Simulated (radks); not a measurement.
Values are calculated unless marked as measured or tabulated.
Isoelectronic series with 23 electrons, each ion in its NIST ground configuration. Level of theory: scalar-relativistic Kohn-Sham, r2SCAN, spin-polarised, spherical densities, finite nucleus; open shells are filled with parallel spins first (spin-orbit coupling, left out, can overturn this in heavy ions); meta-GGA in the generalised Kohn-Sham scheme; Fermi nuclear charge, rms radius of each element as measured or else 0.836 A^(1/3) + 0.57 fm (a radial shooting solver on a logarithmic mesh with Libxc functionals). Total energies (hartree) and mean radii <r> (bohr) (* marks an orbital that is empty in some or all of the ions):

ion	configuration	E (hartree)	4s up*	3d up	3p down
V	[Ar] 3d3 4s2	-949.26415	3.246	1.406	1.019
Cr+	[Ar] 3d5	-1050.68889	2.994	1.365	0.9729
Mn2+	[Ar] 3d5	-1157.89298	2.544	1.120	0.9100
Fe3+	[Ar] 3d5	-1270.81528	2.230	0.9705	0.8510
Co4+	[Ar] 3d5	-1389.44057	1.996	0.8650	0.7974
Ni5+	[Ar] 3d5	-1513.76856	1.812	0.7846	0.7494
Cu6+	[Ar] 3d5	-1643.80554	1.664	0.7204	0.7064
Zn7+	[Ar] 3d5	-1779.56320	1.540	0.6673	0.6679
Ga8+	[Ar] 3d5	-1921.05535	1.435	0.6224	0.6332
Ge9+	[Ar] 3d5	-2068.29830	1.344	0.5838	0.6019
As10+	[Ar] 3d5	-2221.31054	1.265	0.5501	0.5734
Se11+	[Ar] 3d5	-2380.11126	1.195	0.5204	0.5476
Br12+	[Ar] 3d5	-2544.72179	1.133	0.4939	0.5239
Kr13+	[Ar] 3d5	-2715.16426	1.078	0.4702	0.5021
Rb14+	[Ar] 3d5	-2891.46235	1.027	0.4488	0.4821
Sr15+	[Ar] 3d5	-3073.64060	0.9814	0.4293	0.4636
Zr17+	[Ar] 3d5	-3455.74228	0.9014	0.3952	0.4305
Nb18+	[Ar] 3d5	-3655.72023	0.8661	0.3802	0.4156
Mo19+	[Ar] 3d5	-3861.68777	0.8335	0.3663	0.4018
Tc20+	[Ar] 3d5	-4073.67817	0.8033	0.3534	0.3888
Ru21+	[Ar] 3d5	-4291.71914	0.7752	0.3414	0.3766
